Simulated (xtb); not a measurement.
IZn, charge +1, singlet, geometry from GFN2-xTB (such geometries of metal compounds can be far from the true shape); xtb with GFN1-xTB with ALPB(methanol).

The xtb input:
```
$ xtb mol.xyz --gfn 1 --chrg 1 --alpb methanol --json

# file mol.xyz
2

Zn    -0.00000000    -0.00000000    -1.52043851
I      0.00000000     0.00000000     0.86062557
```

Task: Write the output that xtb gives for this input, abridged.

Result: 
```
   ID    Z sym.   atoms
    1   30 Zn     1
    2   53 I      2

           -------------------------------------------------
          |                Calculation Setup                |
           -------------------------------------------------

           -------------------------------------------------
          |                 G F N 1 - x T B                 |
           -------------------------------------------------

      * Solvation model:               ALPB
        Solvent                        methanol
        Parameter file                 internal GFN1-xTB/ALPB
        Dielectric constant                3.2700E+01
        Reference state                gsolv [1 M gas/solution]
        Free energy shift                  4.3754E-03 Eh       2.7456E+00 kcal/mol
        Temperature                        2.9815E+02 K
        Density                            7.9200E-01 kg/L
        Solvent mass                       3.2040E+01 g/mol
        Interaction kernel             P16
        Born radius scaling (c1)           1.7266E+00
        Born radii integrator          GBOBC
        Born offset                        0.0000E+00 a0       0.0000E+00 AA
        H-bond correction              true
        Ion screening                  false
        Surface tension                    1.0000E-05 Eh       1.5569E+01 dyn/cm
        Grid points                               230 per atom

          ...................................................
          :                      SETUP                      :
          :.................................................:
          :  # basis functions                  14          :
          :  # atomic orbitals                  13          :
          :  # shells                            5          :
          :  # electrons                         8          :
          :  # halogen bonds                     0          :
          :  max. iterations                   250          :
          :  Hamiltonian                  GFN1-xTB          :
          :  restarted?                      false          :
          :  GBSA solvation                   true          :
          :  PC potential                    false          :
          :  electronic temp.          300.0000000     K    :
          :  accuracy                    1.0000000          :
          :  -> integral cutoff          0.2500000E+02      :
          :  -> integral neglect         0.1000000E-07      :
          :  -> SCF convergence          0.1000000E-05 Eh   :
          :  -> wf. convergence          0.2000000E-04 e    :
          :  Broyden damping             0.4000000          :
          :  net charge                          1          :
          :  unpaired electrons                  0          :
          ...................................................

 iter      E             dE          RMSdq      gap      omega  full diag
   1     -4.3484926 -0.434849E+01  0.658E+00    3.78       0.0  T
   2     -4.3524616 -0.396901E-02  0.524E+00    2.28       1.0  T
   3     -4.4043905 -0.519290E-01  0.234E+00    3.10       1.0  T
   4     -4.4087670 -0.437643E-02  0.538E-01    2.80       1.0  T
   5     -4.4094896 -0.722599E-03  0.148E-02    2.88       4.8  T
   6     -4.4094896 -0.423894E-07  0.619E-03    2.88      11.4  T
   7     -4.4094896 -0.468265E-07  0.996E-04    2.88      71.0  T
   8     -4.4094896 -0.269813E-08  0.101E-05    2.88    6997.1  T
   9     -4.4094896 -0.268230E-12  0.146E-07    2.88  100000.0  T

   *** convergence criteria satisfied after 9 iterations ***

         :::::::::::::::::::::::::::::::::::::::::::::::::::::
         ::                     SUMMARY                     ::
         :::::::::::::::::::::::::::::::::::::::::::::::::::::
         :: total energy              -4.392439231224 Eh    ::
         :: total w/o Gsasa/hb        -4.388930375057 Eh    ::
         :: gradient norm              0.002073809759 Eh/a0 ::
         :: HOMO-LUMO gap              2.877594809221 eV    ::
         ::.................................................::
         :: SCC energy                -4.409489648848 Eh    ::
         :: -> electrostatic           0.126532816741 Eh    ::
         :: -> Gsolv                  -0.078948971366 Eh    ::
         ::    -> Gelec               -0.075440115200 Eh    ::
         ::    -> Gsasa               -0.007549562130 Eh    ::
         ::    -> Ghb                 -0.000334685409 Eh    ::
         ::    -> Gshift               0.004375391373 Eh    ::
         :: repulsion energy           0.017524108894 Eh    ::
         :: dispersion energy         -0.000473691270 Eh    ::
         :: halogen bond corr.         0.000000000000 Eh    ::
         :: add. restraining           0.000000000000 Eh    ::
         :: total charge               1.000000000000 e     ::
         :::::::::::::::::::::::::::::::::::::::::::::::::::::

           -------------------------------------------------
          |                Property Printout                |
           -------------------------------------------------

    * Orbital Energies and Occupations

         #    Occupation            Energy/Eh            Energy/eV
      -------------------------------------------------------------
         1        2.0000           -0.9983052             -27.1653
         2        2.0000           -0.5966047             -16.2344
         3        2.0000           -0.5491494             -14.9431
         4        2.0000           -0.5491494             -14.9431 (HOMO)
         5                         -0.4433998             -12.0655 (LUMO)
         6                         -0.2648965              -7.2082
         7                         -0.2648965              -7.2082
         8                         -0.1780834              -4.8459
         9                         -0.1780834              -4.8459
        10                         -0.1417609              -3.8575
        11                         -0.1070020              -2.9117
        12                         -0.1070020              -2.9117
        13                          0.1140346               3.1030
      -------------------------------------------------------------
                  HL-Gap            0.1057497 Eh            2.8776 eV
             Fermi-level           -0.4962746 Eh          -13.5043 eV

  Mulliken/CM5 charges         n(s)   n(p)   n(d)
     1Zn    0.74817  0.78243   0.909  0.343  0.000
     2I     0.25183  0.21757   1.999  4.757 -0.008

Wiberg/Mayer (AO) data.
largest (>0.10) Wiberg bond orders for each atom

 ---------------------------------------------------------------------------
     #   Z sym  total        # sym  WBO       # sym  WBO       # sym  WBO
 ---------------------------------------------------------------------------
     1  30 Zn   1.616 --     2 I    1.616
     2  53 I    1.616 --     1 Zn   1.616
 ---------------------------------------------------------------------------

Topologies differ in total number of bonds
Writing topology from bond orders to xtbtopo.mol

 dipole moment from electron density (au)
     X       Y       Z
   0.0000  -0.0000  -2.4511  total (Debye):    6.230

           -------------------------------------------------
          | TOTAL ENERGY               -4.392439231224 Eh   |
          | GRADIENT NORM               0.002073809759 Eh/α |
          | HOMO-LUMO GAP               2.877594809221 eV   |
           -------------------------------------------------

normal termination of xtb
```
